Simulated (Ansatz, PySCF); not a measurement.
Species: sum formula SiN3H5F, net charge -1, singlet state. It need not be the lowest isomer of its formula. Whether it binds its extra electron was not tested at this geometry. 
Structure (B3LYP-D3(BJ)/def2-TZVP (Ansatz, an electronic-structure program) minimum search):
```xyz
10

Si     0.1276    -0.0225    -0.0877
F      0.3552    -0.7841     1.3550
N      1.4756    -0.2215    -0.9956
N     -0.3556     1.6342     0.2906
N     -1.4785    -0.6816    -0.5028
H      1.4290     0.1184    -1.9504
H      0.4289     2.2523     0.4439
H     -1.0278     1.7464     1.0400
H     -1.4285    -1.6645    -0.7467
H     -1.8757    -0.1977    -1.3000
```
Charge -1, spin multiplicity 1.

Total electronic energies in hartree. Valence correlation only, unless marked. Spin-orbit coupling is left out. No relativistic terms. Basis-set limits of correlation are two-point, X^-3; Hartree-Fock from the larger set. [CCSD(T)-MP2]/basis is that difference in the basis named.

| level | program | energy (Eh) |
|---|---|---|
| HF/cc-pwCVTZ | Ansatz | -554.89603 |
| PBE0/def2-TZVP | Ansatz | -556.48593 |
| BHLYP-D3(BJ)/def2-TZVPD | Ansatz + dftd3 | -556.78014 |
| TPSSh/def2-TZVPD | PySCF | -556.91214 |
| wB97X-V/def2-TZVPD | Ansatz | -556.77171 |
| MP2/aug-cc-pV(T+d)Z | Ansatz | -555.96904 |
| CCSD/aug-cc-pV(D+d)Z | Ansatz | -555.72117 |
| CCSD(T)/aug-cc-pV(T+d)Z | Ansatz | -556.02845 |
| RI-MP2/CBS(aug-cc-pV(T+d)Z,aug-cc-pV(Q+d)Z)+[CCSD(T)-MP2]/aug-cc-pV(T+d)Z | Ansatz | -556.1660 |

Totals of different functionals don't rank their quality; only differences between species are comparable.
